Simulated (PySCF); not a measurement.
Radial density of I (iodine, neutral)

revPBE, [Kr] 4d10 5s2 5p5, 2P determinant. Computed with PySCF 2.14 in aug-cc-pVQZ-PP with one added diffuse shell each of s, p, d, f, g type with ECP28MDF (8s8p6d4f3g, 117 functions), with a scalar-relativistic core potential. This is the valence pseudo-density: the core potential removes the inner electrons and smooths the orbitals near the nucleus.

```json
{"r (bohr)": "0.00207", "4πr²ρ (e/bohr)": "1.474e-05", "4πr²(ρα − ρβ)": "0.0000"}
{"r (bohr)": "0.00348", "4πr²ρ (e/bohr)": "3.999e-05", "4πr²(ρα − ρβ)": "0.0000"}
{"r (bohr)": "0.00586", "4πr²ρ (e/bohr)": "0.0001021", "4πr²(ρα − ρβ)": "0.0000"}
{"r (bohr)": "0.00986", "4πr²ρ (e/bohr)": "0.0002356", "4πr²(ρα − ρβ)": "0.0000"}
{"r (bohr)": "0.0166", "4πr²ρ (e/bohr)": "0.0004901", "4πr²(ρα − ρβ)": "0.0000"}
{"r (bohr)": "0.0279", "4πr²ρ (e/bohr)": "0.0008532", "4πr²(ρα − ρβ)": "0.0000"}
{"r (bohr)": "0.0469", "4πr²ρ (e/bohr)": "0.001332", "4πr²(ρα − ρβ)": "0.0000"}
{"r (bohr)": "0.0789", "4πr²ρ (e/bohr)": "0.003225", "4πr²(ρα − ρβ)": "0.0000"}
{"r (bohr)": "0.133", "4πr²ρ (e/bohr)": "0.02237", "4πr²(ρα − ρβ)": "0.0001"}
{"r (bohr)": "0.223", "4πr²ρ (e/bohr)": "0.2835", "4πr²(ρα − ρβ)": "0.0014"}
{"r (bohr)": "0.375", "4πr²ρ (e/bohr)": "4.600", "4πr²(ρα − ρβ)": "0.0261"}
{"r (bohr)": "0.632", "4πr²ρ (e/bohr)": "25.53", "4πr²(ρα − ρβ)": "0.0994"}
{"r (bohr)": "1.06", "4πr²ρ (e/bohr)": "14.83", "4πr²(ρα − ρβ)": "0.0136"}
{"r (bohr)": "1.79", "4πr²ρ (e/bohr)": "4.806", "4πr²(ρα − ρβ)": "0.5062"}
{"r (bohr)": "3.01", "4πr²ρ (e/bohr)": "1.725", "4πr²(ρα − ρβ)": "0.2815"}
{"r (bohr)": "5.06", "4πr²ρ (e/bohr)": "0.1218", "4πr²(ρα − ρβ)": "0.0165"}
{"r (bohr)": "8.50", "4πr²ρ (e/bohr)": "0.001227", "4πr²(ρα − ρβ)": "0.0001"}
```

Energies and moments cover only the electrons outside the core potential.
